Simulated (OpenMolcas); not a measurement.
CuF (fluorocopper): a line through the functionals

CuF: 2 atoms, total charge 0, spin state singlet. As SMILES, `[F][Cu]`. The shape is that of a PBE0-D4/def2-TZVP optimisation.

The vertical ionisation energy (to the doublet cation) y, in eV, basis def2-TZVPP; a is the functional's share of exact exchange. Programs: OpenMolcas 26.06.

| functional | program | a | y (eV) |
| --- | --- | --- | --- |
| PBE | OpenMolcas | 0 | 10.58 |
| revPBE | OpenMolcas | 0 | 10.45 |
| B3LYP | OpenMolcas | 0.2 | ? |
| PBE0 | OpenMolcas | 0.25 | 10.37 |
| BHLYP | OpenMolcas | 0.5 | 10.20 |

**Question.** Fit y = c + s·a to the known rows and predict B3LYP.

**Answer.** 
1. Means of the 4 rows: a = 0.1875, y = 10.400.
2. Σ(Δa)² = 0.17188, Σ(Δa·Δy) = -0.1075, so the slope is -0.1075/0.17188 = -0.62544.
3. Intercept: 10.400 − (-0.62544) × 0.1875 = 10.517. The largest residual of the fit is 0.067.
4. B3LYP: 10.517 + (-0.62544) × 0.2 = 10.39 eV.

The run gave 10.61 eV, so the prediction is off by -0.22 eV, more than the scatter of the fit. The rows mix families of semi-local functionals, which the line can't see.
